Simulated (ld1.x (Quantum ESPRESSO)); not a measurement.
O, PAW: configuration errors across variants

- Element: oxygen
- Generator: ld1.x (Quantum ESPRESSO) 7.5
- Type: PAW
- Functional: PBEsol
- Relativity: scalar-relativistic
- Frozen core: [He]
- Valence charge: 6
- Reference configuration: 2s2 2p2 (charge +2)
- Partial waves: 2s (bound): rcut 0.70, rcutus 0.85 bohr; 2s channel at -1.9 Ry: rcut 0.70, rcutus 0.85 bohr; 2p (bound): rcut 1.40, rcutus 1.55 bohr; 2p channel at -2.55 Ry: rcut 1.40, rcutus 1.55 bohr; 3d channel at 0.05 Ry: rcut 1.10, rcutus 1.35 bohr; 3d channel at 0.8 Ry: rcut 1.10, rcutus 1.35 bohr
- Local potential: all-electron potential smoothed inside 0.80 bohr (lloc = -1)
- Core correction: Bessel-smoothed model core inside 0.85 bohr
- Augmentation charge: BESSEL, radius 0.75 bohr

All-electron excitation energies from the reference (eV): (1) 2s2 2p4 -49.837; (2) 2s2 2p3 -33.478; (3) 2s2 2p1 53.707; (4) 2s2 2p0 130.352; (5) 2s1 2p4 -18.340; (6) 2s0 2p6 -20.089; (7) 2s1 2p5 -34.983.

The overlap operator is not positive definite (basis up to 400 Ry) in “base”, “core correction Bessel-smoothed model core inside 0.44 bohr”, “all radii but the core radius scaled by about 1.07 (s 0.90, p 1.66, d 1.44 bohr, rcut 0.74/1.50/1.18); local potential all-electron potential smoothed inside 0.86 bohr (lloc = -1); augmentation BESSEL, radius 0.80 bohr”, “waves 2p (bound): rcut 1.40, rcutus 2.34 bohr; 2p channel at -2.55 Ry: rcut 1.40, rcutus 2.34 bohr”. Such files are unfit for use, however small their errors in these radial tests.

3 further variants failed, have other tests or another functional or relativity, and are left out.

Errors AE − PS in meV (a dash: test not solved or not reliable):

| change | (1) | (2) | (3) | (4) | (5) | (6) | (7) | bound ghosts |
| --- | --- | --- | --- | --- | --- | --- | --- | --- |
| base | +3.0 | +0.7 | -4.9 | -8.1 | +0.3 | -4.0 | +2.3 | not determined (overlap not positive) |
| core correction Bessel-smoothed model core inside 0.44 bohr | +5.4 | +1.7 | -2.4 | +8.6 | +3.1 | -0.1 | +6.2 | not determined (overlap not positive) |
| all radii but the core radius scaled by about 1.07 (s 0.90, p 1.66, d 1.44 bohr, rcut 0.74/1.50/1.18); local potential all-electron potential smoothed inside 0.86 bohr (lloc = -1); augmentation BESSEL, radius 0.80 bohr | +6.7 | +1.4 | -4.8 | -1.4 | +9.4 | +26 | +17 | not determined (overlap not positive) |
| waves 3d channel at 0.05 Ry: rcut 1.10, rcutus 1.92 bohr; 3d channel at 0.8 Ry: rcut 1.10, rcutus 1.92 bohr | +3.1 | +0.7 | -4.9 | -8.2 | +0.4 | -3.7 | +2.4 | none |
| waves 2p (bound): rcut 1.40, rcutus 2.34 bohr; 2p channel at -2.55 Ry: rcut 1.40, rcutus 2.34 bohr | – | – | – | – | – | – | – | not determined (overlap not positive) |

**Question.** Give the same row for: type RRKJ; waves now 2p (bound): rc 1.55 bohr; 3d channel at 0.05 Ry: rc 1.35 bohr; 2s (bound): rc 0.85 bohr; local potential the s channel; rho0 0.005.

**Answer.** +256, +118, +288, +1642, +332, +805, +516; bound ghosts: none.
